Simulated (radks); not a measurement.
Problem. The promethium ion Pm3+ is in [Xe] 4f(5/2: 4, 7/2: 0). Method: Dirac Kohn-Sham, relativistic LDA (MacDonald-Vosko exchange, VWN5 correlation), spin-unpolarised, spherical densities, finite nucleus; Fermi nuclear charge, rms radius of each element as measured or else 0.836 A^(1/3) + 0.57 fm; computed with a radial shooting solver on a logarithmic mesh with Libxc functionals. Sub-shells are occupied by j as written (lower j first in brackets). One electron is removed from 5s1/2, 5p1/2, 5p3/2, 4f5/2 in turn, with full relaxation. Which removal costs least, and what does each cost?

Solution. 4f5/2 41.754 eV; 5p3/2 54.485 eV; 5p1/2 58.406 eV; 5s1/2 76.412 eV. The 4f5/2 electron leaves first.
